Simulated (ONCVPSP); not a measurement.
# What the settings do to the ONCV potential of V

Base potential:

V (Z = 23), optimised norm-conserving Vanderbilt (ONCV), made with ONCVPSP 4.0.1 (PBE, scalar-relativistic). Core [Ne], reference 3s2 3p6 3d3 4s1.75 4p0.25. Waves: 3s+4s: rc 1.85 bohr, ncon 5, nbas 9, qcut 5.4 1/bohr, 2 projectors; 3p+4p: rc 2.10 bohr, ncon 4, nbas 7, qcut 7 1/bohr, 2 projectors; 3d: rc 1.75 bohr, ncon 4, nbas 8, qcut 10.2 1/bohr, 2 projectors, debl 0.6 Ha. Local part: polynomial inside 1.70 bohr (lpopt 5, dvloc0 3 Ha). Core correction: Teter function, fcfact 3.25, rcfact 1.15.

All-electron outer shells of the reference configuration (PBE, scalar-relativistic, ld1.x):

| shell | level (eV) | outermost node (bohr) | outermost maximum (bohr) |
| --- | --- | --- | --- |
| 2s | -603.00 | 0.09 | 0.26 |
| 2p | -503.52 | – | 0.21 |
| 3s | -70.61 | 0.38 | 0.82 |
| 3p | -44.41 | 0.35 | 0.84 |
| 3d | -5.52 | – | 0.90 |
| 4s | -4.93 | 1.17 | 2.76 |
| 4p | -1.63 | 1.30 | 3.63 |

Cutoffs, loose and tight: the cutoffs (Ha) at which the residual kinetic energy of the hardest occupied pseudo-wave falls to 1 and 0.1 mHa per electron. They do not see the model core or the augmentation charge, which bear on the density cutoff. Test errors are all-electron minus pseudo excitation energies from the reference, over the configurations 3s2 3p6 3d3 4s2 4p0; 3s2 3p6 3d3 4s1 4p0; 3s2 3p6 3d3 4s0 4p0; 3s2 3p6 3d2 4s0 4p0. A dash means not determined; rows that change the core or the reference have their own tests. The largest error is taken over the tests solved by every variant that gives reliable tests at all: 3s2 3p6 3d3 4s0 4p0; 3s2 3p6 3d3 4s1 4p0; 3s2 3p6 3d3 4s2 4p0.

A true bound ghost makes a file unfit for plane-wave use even where its test errors are small: the radial tests pick states by their node count and pass the ghost by.

| change | outcome | cutoff, loose | cutoff, tight | bound ghosts | GHOST(+) flags above zero | largest test error (meV) |
| --- | --- | --- | --- | --- | --- | --- |
| base | generated | 35 Ha | 40 Ha | none | none | -3.7 |
| local potential polynomial inside 1.15 bohr (lpopt 3, dvloc0 0 Ha) | generated | 35 Ha | 40 Ha | none | none | -3.6 |
| local potential polynomial inside 1.70 bohr (lpopt 5, dvloc0 -1.5 Ha) | generated | 35 Ha | 40 Ha | none | none | -3.6 |
| p: rc 2.22 | generated | 35 Ha | 40 Ha | none | none | -5.7 |
| s: rc 2.66 | generated | 35 Ha | 40 Ha | none | none | -4.4 |
| functional Wu-Cohen | generated | 35 Ha | 40 Ha | none | none | -0.3 |

Task: What comes out with this change to the base: all radii but the core radius scaled by about 1.18 (s 2.18, p 2.48, d 2.06 bohr); local potential polynomial inside 2.02 bohr (lpopt 5, dvloc0 3 Ha)?

Result: outcome: generated; cutoff, loose: 30 Ha; cutoff, tight: 34 Ha; bound ghosts: none; GHOST(+) flags above zero: none; largest test error (meV): -12.

Task: What comes out with this change to the base: d: qcut 7.3?

Result: outcome: generated; cutoff, loose: 25 Ha; cutoff, tight: 53 Ha; bound ghosts: none; GHOST(+) flags above zero: none; largest test error (meV): -3.0.

Task: What comes out with this change to the base: core [Ar], valence charge 5; reference 3d3.5 4s1.5; waves now 4s: rc 2.70 bohr, ncon 5, nbas 9, qcut 2.4 1/bohr, 2 projectors, debl 0.5 Ha; p scattering state at 0.03 Ha: rc 2.05 bohr, ncon 3, nbas 6, qcut 3.2 1/bohr, 2 projectors, debl 0.4 Ha; 3d: rc 2.10 bohr, ncon 3, nbas 7, qcut 6.1 1/bohr, 2 projectors, debl 1.5 Ha; local potential polynomial inside 1.95 bohr (lpopt 5, dvloc0 0 Ha)?

Result: outcome: generated; cutoff, loose: 16 Ha; cutoff, tight: 22 Ha; bound ghosts: p; GHOST(+) flags above zero: s, p; largest test error (meV): +98.
